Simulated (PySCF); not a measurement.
C2H2N, SMILES [CH2-]C#N, charge -1. Atoms are numbered in the order given.

```xyz
5

C     -1.2016     0.0882     0.0000
C      0.1803    -0.0014     0.0000
N      1.3624    -0.0117     0.0000
H     -1.7044    -0.2195    -0.9151
H     -1.7044    -0.2195     0.9151
```
Charge -1, spin multiplicity 1.

The structure is a stationary point at r2SCAN-D4/def2-TZVPD.

All values below come from HF/def2-TZVPD (PySCF).

The molecule is in vacuum.

**Question.** Estimate the frontier levels, gap, dipole moment and polarisability. (The exact figures need the calculation; the answer reports its results.)

**Answer.** 
| Quantity | Value |
|---|---|
| highest occupied level | -1.97 eV |
| lowest empty level | 6.01 eV |
| orbital gap | 7.97 eV |
| dipole moment about the centre of nuclear charge | 1.66 D |
| mean static polarisability | 44.2 bohr³ (6.55 Å³) |
| polarisability, principal values | 32.8, 38.5, 61.2 bohr³ |
